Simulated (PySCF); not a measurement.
Compound: C5H5N3 (charge +1 and doublet state).
Cartesian coordinates in Å at the GFN2-xTB level; atoms count from 1:
```
atom  x, y, z in Å
N1     3.6273   -0.5659   -0.1003
C2     2.4952   -0.6009    0.0528
C3     1.1142   -0.6043    0.3372
C4     0.2843    0.3317   -0.1605
C5     0.8169    1.4036   -0.9283
N6     1.2724    2.2290   -1.5722
C7    -1.2233    0.3897   -0.0086
N8    -1.8584   -0.7908    0.3771
H9     0.7963   -1.4041    0.9939
H10   -1.3610    1.1915    0.7544
H11   -1.6766    0.7812   -0.9283
H12   -2.7645   -1.0273    0.0046
H13   -1.5272   -1.3329    1.1603
```

The hyperfine couplings belong to this conformer and change with its torsions.

As a line formula: `N#C/C=C(\C#N)C[NH2+]` [radical] (charge +1).

Computed, not measured: PySCF, UKS B3LYP, pcH-1 on C H N, non-relativistic, mean-field spin-orbit, GIAO. One conformer (not necessarily the lowest) at the GFN2-xTB geometry, without solvent, vibrations or thermal averaging. Couplings are sensitive to structure, and on GFN2-xTB geometries they can be far from those on DFT ones, by a factor of two or more for some ions and for spin on atoms past the first row. The SCF solution wasn't tested for stability.

Q: Match the computed a_iso(14N) values +25.4, +2.4 MHz with the sites N1; N8.

A: 
| site | a_iso (MHz) | ρ(0) (bohr⁻³) | position | distance from N8 (Å) | spin population | largest \|T\| (MHz) |
| --- | --- | --- | --- | --- | --- | --- |
| N1 | +2.4 | +0.0074 | 5 bonds from N8 | 5.51 | +0.13 | 11.2 |
| N8 | +25.4 | +0.0787 | largest spin population | 0.00 | +0.60 | 56.2 |

Q: Match the computed a_iso(13C) values -32.8, +25.8, -9.8, +8.1, +1.2 MHz with the sites C2; C3; C4; C5; C7.

A: 
```json
{"site": "C2", "a_iso (MHz)": "-9.8", "ρ(0) (bohr⁻³)": "-0.0087", "position": "4 bonds from N8", "distance from N8 (Å)": "4.37", "spin population": "-0.03", "largest |T| (MHz)": "5.0"}
{"site": "C3", "a_iso (MHz)": "+8.1", "ρ(0) (bohr⁻³)": "+0.0072", "position": "3 bonds from N8", "distance from N8 (Å)": "2.98", "spin population": "+0.15", "largest |T| (MHz)": "22.9"}
{"site": "C4", "a_iso (MHz)": "+25.8", "ρ(0) (bohr⁻³)": "+0.0229", "position": "2 bonds from N8", "distance from N8 (Å)": "2.48", "spin population": "+0.05", "largest |T| (MHz)": "20.6"}
{"site": "C5", "a_iso (MHz)": "+1.2", "ρ(0) (bohr⁻³)": "+0.0011", "position": "3 bonds from N8", "distance from N8 (Å)": "3.70", "spin population": "0.00", "largest |T| (MHz)": "2.8"}
{"site": "C7", "a_iso (MHz)": "-32.8", "ρ(0) (bohr⁻³)": "-0.0292", "position": "1 bond from N8", "distance from N8 (Å)": "1.39", "spin population": "-0.03", "largest |T| (MHz)": "12.4"}
```

Q: Match the computed a_iso(1H) values +191.9, -43.0, -37.4, -10.1 MHz (means over equivalent nuclei) with the sites H9; H10/H11; H12; H13.

A: 
```tsv
site	a_iso (MHz)	ρ(0) (bohr⁻³)	position	distance from N8 (Å)	bound to	spin population there	largest |T| (MHz)
H9	-10.1	-0.0022	4 bonds from N8, on C3 of spin population +0.15	2.79	C3	+0.15	4.4
H10/H11	+191.9	+0.0429	2 bonds from N8	2.06	C7	-0.03	11.3
H12	-43.0	-0.0096	1 bond from N8	1.01	N8	+0.60	40.6
H13	-37.4	-0.0084	1 bond from N8	1.01	N8	+0.60	39.5
```

ρ(0) is the spin density at the nucleus and T the dipolar tensor; entries for several nuclei are means. Largest spin populations (Mulliken): N8 (+0.60), C3 (+0.15), H10 (+0.13) and N1 (+0.13). The angles at N8 add up to 358.9°, so it is planar; its axial dipolar tensor and the negative couplings of its protons fit spin in a p orbital normal to that plane.

The spin density at the nucleus, in bohr⁻³, is negative for C7 (-0.0292), H12 (-0.0096) and C2 (-0.0087), for instance. A restricted open-shell determinant has no negative spin density anywhere; here it arises because α and β orbitals differ (spin polarisation).

Nuclei that the bonding pattern makes equivalent are averaged, as if the motion that swaps them (rotation, inversion, ring flip) were fast. H12 and H13 aren't averaged: N8 is flat or nearly so (angle sum 359°), and its turn about the short N8–C7 bond (1.39 Å) is taken as slow. The 1H value of +191.9 MHz is a mean of couplings from 42.6 to 341.2 MHz in this one geometry, not an average over conformers.
